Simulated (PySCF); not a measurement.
# Tl₂⁺: from constants to spectrum

UHF-CCSD(T) constants of Tl₂⁺, ²Σg⁺ (doublet), unpaired electrons σ ↑ (basis Tl cc-pVDZ-PP with ECP60; scalar-relativistic core potentials; PySCF 2.14; masses 204.9744 and 204.9744 u):

```
ωe             : 51.2 cm⁻¹
ωexe           : 0.0884 cm⁻¹
Be             : 0.012293 cm⁻¹
αe             : 3.65e-05 cm⁻¹
De to Tl⁺ + Tl : 1.16 eV
```

Q: What force constant and bond length do these constants imply?

A: Reduced mass μred = 102.49 u; k = 5.8918×10⁻⁷·μred·ωe² (u, cm⁻¹, mdyn/Å) = 0.158 mdyn/Å; Re = √(16.8576/(μred·Be)) (u, cm⁻¹, Å) = 3.658 Å.

Q: Estimate the centrifugal constant D from the Kratzer relation and find the Dunham coefficient a1.

A: D = 4Be³/ωe² = 2.83e-09 cm⁻¹; a1 = −1 − αeωe/(6Be²) = -3.06.

Correlated steps freeze 8 core orbitals. Correlated levels converge slowly with the basis: in double zeta they bind strong bonds too weakly, by up to about 1 eV, and carry superposition errors of some tenths. These are scalar-relativistic numbers at best; spin–orbit coupling would shift them, the dissociation energy most. The state was picked by a PBE0 search and need not be the measured ground state.
